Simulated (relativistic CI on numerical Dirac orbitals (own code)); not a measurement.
# Calculated levels, Pt23+

Method of calculation: Dirac-Coulomb-Breit CI, KLI orbitals optimised for each configuration, a model potential for QED, unscaled Slater integrals (own radial code, finite nucleus).

CI space (outside the closed core [Ar] 3d10): 4s²4p⁶4d¹⁰4f⁹, 4s²4p⁶4d¹⁰4f⁸5s, 4s²4p⁶4d¹⁰4f⁷5s², 4s²4p⁶4d¹⁰4f⁸5p, 4s²4p⁶4d⁹4f¹⁰, 4s²4p⁶4d¹⁰4f⁸5d, 4s²4p⁶4d⁸4f¹¹, 4s²4p⁵4d¹⁰4f¹⁰, 4s²4p⁶4d¹⁰4f⁸6s, 4p⁶4d¹⁰4f¹¹. Levels of other configurations are missing.

The lowest level is 4s²4p⁶4d¹⁰4f⁹ ⁶H°15/2, with 76 % of that term; Hund's rules for 4s²4p⁶4d¹⁰4f⁹ give ⁶H° with J = 15/2, in agreement.

```csv
No.,Configuration,Term,J,E (cm⁻¹),%,Landé g,Lifetime (s)
1,4s²4p⁶4d¹⁰4f⁹,⁶H°,15/2,0.0,76,1.293,
2,4s²4p⁶4d¹⁰4f⁹,⁶H°,13/2,20485.2,86,1.256,2.53e-03
3,4s²4p⁶4d¹⁰4f⁹,⁶F°,11/2,21749.4,44,1.317,2.09e+01
4,4s²4p⁶4d¹⁰4f⁹,⁴F°,9/2,22011.1,40,1.306,
5,4s²4p⁶4d¹⁰4f⁹,⁶H°,11/2,31801.0,46,1.295,1.07e-02
6,4s²4p⁶4d¹⁰4f⁹,⁶H°,9/2,36114.0,55,1.151,5.41e-03
7,4s²4p⁶4d¹⁰4f⁹,⁶F°,7/2,38703.4,54,1.254,3.95e-03
8,4s²4p⁶4d¹⁰4f⁹,⁶F°,3/2,40159.6,33,1.158,
9,4s²4p⁶4d¹⁰4f⁹,⁶H°,7/2,41514.8,52,0.977,5.54e-02
10,4s²4p⁶4d¹⁰4f⁹,⁶H°,5/2,44851.6,40,0.712,6.72e-02
11,4s²4p⁶4d¹⁰4f⁹,⁶F°,5/2,47228.0,51,1.026,2.72e-02
12,4s²4p⁶4d¹⁰4f⁹,²K°,15/2,47335.5,26,1.099,1.08e-03
13,4s²4p⁶4d¹⁰4f⁹,⁶F°,1/2,49611.7,60,-0.314,1.31e-02
14,4s²4p⁶4d¹⁰4f⁹,⁶F°,9/2,60979.6,36,1.262,8.35e-04
15,4s²4p⁶4d¹⁰4f⁹,⁴K°,17/2,61196.0,50,1.108,8.52e-03
16,4s²4p⁶4d¹⁰4f⁹,⁴G°,11/2,62117.8,55,1.231,5.59e-04
17,4s²4p⁶4d¹⁰4f⁹,⁴M°,21/2,63445.5,81,1.120,
18,4s²4p⁶4d¹⁰4f⁹,⁴L°,19/2,65664.7,53,1.107,8.17e-01
19,4s²4p⁶4d¹⁰4f⁹,⁴I°,13/2,67593.9,41,1.064,1.13e-03
20,4s²4p⁶4d¹⁰4f⁹,⁶F°,3/2,67778.1,43,1.354,1.69e-03
21,4s²4p⁶4d¹⁰4f⁹,⁴P°,5/2,68001.4,39,1.447,3.87e-03
22,4s²4p⁶4d¹⁰4f⁹,⁴D°,7/2,70385.7,35,1.287,1.52e-03
23,4s²4p⁶4d¹⁰4f⁹,⁴I°,11/2,73725.6,39,1.014,1.58e-03
24,4s²4p⁶4d¹⁰4f⁹,⁴F°,9/2,77730.8,21,1.036,1.22e-03
25,4s²4p⁶4d¹⁰4f⁹,⁴M°,15/2,79884.1,36,0.986,1.04e-03
26,4s²4p⁶4d¹⁰4f⁹,⁴I°,9/2,82083.5,43,0.900,4.06e-03
27,4s²4p⁶4d¹⁰4f⁹,⁴K°,15/2,83164.5,35,1.079,1.92e-03
28,4s²4p⁶4d¹⁰4f⁹,⁴D°,5/2,83426.4,44,1.227,6.86e-04
29,4s²4p⁶4d¹⁰4f⁹,²F°,7/2,84192.7,46,1.186,8.78e-04
30,4s²4p⁶4d¹⁰4f⁹,²D°,3/2,84241.4,29,1.234,1.12e-03
31,4s²4p⁶4d¹⁰4f⁹,⁴G°,7/2,84969.2,33,1.136,1.74e-03
32,4s²4p⁶4d¹⁰4f⁹,⁴M°,17/2,87944.7,57,1.044,2.36e-03
33,4s²4p⁶4d¹⁰4f⁹,⁴H°,13/2,88365.1,51,1.155,9.53e-04
34,4s²4p⁶4d¹⁰4f⁹,⁴G°,5/2,88547.3,28,0.924,1.67e-03
35,4s²4p⁶4d¹⁰4f⁹,⁴H°,11/2,89124.8,47,1.113,2.73e-03
36,4s²4p⁶4d¹⁰4f⁹,⁴P°,1/2,90275.7,53,1.352,8.90e-04
37,4s²4p⁶4d¹⁰4f⁹,⁴M°,19/2,90918.1,63,1.087,1.98e-03
38,4s²4p⁶4d¹⁰4f⁹,⁶P°,7/2,93255.6,43,1.318,1.24e-03
39,4s²4p⁶4d¹⁰4f⁹,⁴F°,3/2,93306.1,55,0.758,4.17e-03
40,4s²4p⁶4d¹⁰4f⁹,⁴F°,5/2,94060.9,33,1.055,1.40e-03
41,4s²4p⁶4d¹⁰4f⁹,⁴G°,11/2,95158.9,40,1.145,6.95e-04
42,4s²4p⁶4d¹⁰4f⁹,⁴L°,17/2,95958.7,55,1.063,3.48e-03
43,4s²4p⁶4d¹⁰4f⁹,⁴K°,13/2,96988.9,40,1.019,1.79e-03
44,4s²4p⁶4d¹⁰4f⁹,⁴G°,9/2,100574.0,40,1.092,4.36e-04
45,4s²4p⁶4d¹⁰4f⁹,⁴L°,13/2,101538.1,42,0.925,1.69e-03
```

Energies count from the lowest computed level; ° marks odd parity; lifetimes are radiative, by E1, M1, E2, M2 decay to levels of this space only; some are left blank where a channel outside the calculation adds to the decay or the decay crosses a small, uncertain gap.

The mean weight of the leading LS term, summed over parents, in these 45 levels is 46 %, and that of the leading jj configuration (from the same eigenvectors) 58 %, so jj coupling describes them better and the LS labels are nominal.

At this charge energies of transitions that change n are usually good to better than 1 %, and those within a shell (Δn = 0) to a few per cent. Terms inside the open d or f shell come out 10 to 20 % too wide with unscaled integrals.

LS names give the leading component of a level, which can be under half, so a name can repeat, a term be missing and a line seem to break the LS rules.
